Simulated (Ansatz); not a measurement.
ClGeH (SMILES [Cl][GeH]) moved off its minimum; all values from Ansatz (a first-principles code), cores frozen in correlated methods.
(charge 0, multiplicity 1)
```xyz
3

Ge     0.56893    -0.13201     0.48355
H      1.51478    -0.39640    -0.63036
Cl    -1.06161     0.33831    -0.89615
```

| level | largest force (eV/Å) | on atom | rms difference from CCSD(T)/def2-TZVPPD (eV/Å) | dipole (D) |
|---|---|---|---|---|
| HF/def2-TZVPP | 1.83 | H2 | 0.108 | 2.19 |
| PBE/def2-TZVPP | 2.14 | H2 | 0.088 | 1.68 |
| r2SCAN/def2-TZVPP | 1.89 | H2 | 0.107 | 1.75 |
| B3LYP/def2-TZVPP | 1.98 | H2 | 0.060 | 1.88 |
| wB97M-V/def2-TZVPP | 1.82 | H2 | 0.124 | 1.98 |
| MP2/def2-TZVPPD | 1.91 | H2 | 0.068 | 1.93 |
| CCSD(T)/def2-TZVPPD | 2.01 | H2 | 0.000 | 1.86 |

The differences count from one level among others, with limits of its own. Forces at CCSD(T)/def2-TZVPPD (eV/Å):

```tsv
atom	Fx	Fy	Fz
Ge1	-1.142	0.318	1.528
H2	1.349	-0.378	-1.439
Cl3	-0.208	0.060	-0.089
```

Doubts at one or more of the structures used: a restricted determinant that unrestricted orbitals would lower (MP2/def2-TZVPPD, CCSD(T)/def2-TZVPPD).
